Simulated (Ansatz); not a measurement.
Cartesian coordinates (Å):
```xyz
8

C     -0.9720    -0.0408    -0.0013
C      0.4954     0.1891    -0.1239
O      1.1819    -0.7409     0.5570
S      1.2229     1.3920    -0.9539
H     -1.5303     0.6875    -0.5805
H     -1.2123    -1.0540    -0.3358
H     -1.2600     0.0215     1.0524
H      2.1249    -0.5315     0.4398
```
Charge +1, spin multiplicity 2.

The numbers are results of Ansatz (an electronic-structure program) with frozen-core CCSD(T)/cc-pVTZ // r2SCAN-D4/def2-TZVP, not measurements. The geometry is that of the parent before the electron was removed.

The HF energy is -550.23807 Ha. The MP2 correlation energy comes out as -0.69752 Ha.

### Question
Estimate the CCSD correlation energy, the (T) correction, the total energy and the T1 diagnostic.

### Answer

```yaml
CCSD correlation energy: -0.73267 Ha
"(T) correction": -0.03312 Ha
CCSD(T) total energy: -551.00386 Ha
T1 diagnostic: 0.019
```
